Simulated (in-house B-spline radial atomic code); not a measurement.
Values are calculated unless marked as measured or tabulated.
# Weak and strong correlation along the adiabatic connection

Two-electron singlets in several external potentials (atomic units), by full CI in B-splines with partial waves to l = 8 (correlation energies up to 0.6 % small). The repulsion is scaled by λ at fixed density; W(λ) is the mean repulsion less the Hartree energy, W(0) = E_x, and the area under W from 0 to 1 is E_xc.

One system gave this curve:

```tsv
λ	W (hartree)
0	-4.8786
0.02	-4.8806
0.05	-4.8835
0.12	-4.8903
0.25	-4.9027
0.4	-4.9169
0.6	-4.9355
0.8	-4.9537
1	-4.9715
1.4	-5.0062
2	-5.0559
3	-5.1326
4.5	-5.2354
7	-5.3798
10	-5.5193
```

Which system is it?
A. −V exp(−r²/w²), V = 5.85, w = 1.71
B. ω²r²/2 − Z/r, ω = 0.163, Z = 3
C. −Z/r, Z = 4.57, wall at 0.42 bohr
D. ω²r²/2, ω = 0.399

C. The exchange energy sets the size: −Z/r, Z = 4.57, wall at 0.42 bohr: E_x = -4.88, E_c = -0.0472; ω²r²/2 − Z/r, ω = 0.163, Z = 3: E_x = -1.65, E_c = -0.0434; −V exp(−r²/w²), V = 5.85, w = 1.71: E_x = -0.934, E_c = -0.0415; ω²r²/2, ω = 0.399: E_x = -0.456, E_c = -0.0374 hartree.
